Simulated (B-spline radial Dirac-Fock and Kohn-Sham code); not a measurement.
# Gd⁺: eigenvalues, ΔSCF and the reference

System: Gd⁺, configuration [Xe] 4f7 5d1 6s1.

The density-functional columns are spherical, spin-unpolarised Dirac-Kohn-Sham results without Breit or QED terms: −ε is minus the orbital energy of the initial state and ΔSCF the difference of two total energies. The reference in the last column comes from multi-electron Dirac-Fock with separately optimised hole states, Breit and Lamb-shift corrections added in first order. All numbers are from a radial finite-basis atomic code, in eV; a selection of levels is shown. The Kohn-Sham columns are given as differences from the reference. For the 1s level of heavy atoms much of the gap between ΔSCF and the reference is the Breit and QED part, -215.7 eV here; for other levels the error of the functional can be larger.

```csv
level,LDA −ε − DF,LDA ΔSCF − DF,PBE −ε − DF,PBE ΔSCF − DF,Dirac-Fock
K (1s),-253.5,+203.1,-206.4,+251.6,50255.1
L1 (2s),-141.4,-59.4,-134.9,-53.2,8400.0
L2 (2p1/2),-103.2,+1.2,-100.4,+3.8,7949.3
L3 (2p3/2),-110.4,-16.9,-108.5,-15.1,7261.6
M1 (3s),-69.6,-45.5,-67.7,-43.8,1905.0
M2 (3p1/2),-54.7,-29.1,-54.0,-28.4,1710.7
M3 (3p3/2),-53.8,-29.9,-53.3,-29.5,1567.3
M4 (3d3/2),-33.7,-5.4,-33.8,-5.5,1236.0
M5 (3d5/2),-34.3,-6.7,-34.4,-6.9,1205.6
N1 (4s),-33.0,-22.4,-32.1,-21.5,407.2
N2 (4p1/2),-25.8,-15.4,-25.4,-15.0,330.3
N3 (4p3/2),-26.0,-15.9,-25.5,-15.4,298.5
N4 (4d3/2),-13.4,-3.6,-13.4,-3.6,170.6
N5 (4d5/2),-13.5,-3.8,-13.4,-3.8,164.9
"N6,7 (4f)",-4.4,+3.9,-4.7,+3.6,19.70
O2 (5p1/2),-4.6,+1.3,-4.9,+1.1,41.52
O3 (5p3/2),-4.7,+1.1,-4.8,+0.9,37.14
"O4,5 (5d)",-3.0,+1.2,-3.2,+0.9,11.63
P1 (6s),-1.6,+1.3,-1.8,+1.0,11.09
```

For the outermost level NIST gives 12.076 ± 0.02 eV (semi-empirical); the differences from it are LDA −ε -2.54, LDA ΔSCF +0.29, PBE −ε -2.80, PBE ΔSCF +0.02, Dirac-Fock -0.99 eV.

Values without a named source are computed, but for edge energies of neutral atoms, which are taken from tables.
